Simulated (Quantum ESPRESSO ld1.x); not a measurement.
Results of a calculation; reference values are marked as such.
All-electron atom: Pm53+ in [He] 2s2 2p4.

Code: ld1.x of Quantum ESPRESSO 7.5. Model: Dirac Kohn-Sham, PBE, spin-unpolarised, spherical densities, point nucleus; open shells are shared between the two j in proportion to 2j + 1.

Energy parts (eV):
part                   energy
total                 -176307
kinetic                194889
electron-nucleus      -380774
Hartree                 11987
exchange-correlation    -2409

Orbitals (lengths in bohr, moments of r in powers of bohr; r(max) is where P^2 peaks):
orbital     occ.  eigenvalue (eV)  r(max)      <r^4>      <r>  small-component weight
1s1/2          2         -49592.7   0.015  1.401e-06  0.02313                5.15e-02
2s1/2          2         -11422.6   0.083  0.0001975  0.09553                1.20e-02
2p1/2    1.33333         -11147.9   0.063  0.0001195  0.07959                1.19e-02
2p3/2    2.66667         -10544.1   0.068  0.0001504  0.08564                1.12e-02

The highest occupied level is 2p3/2 at -10544.1 eV. The density falls to 0.001 e/bohr^3 at r = 0.37 bohr.
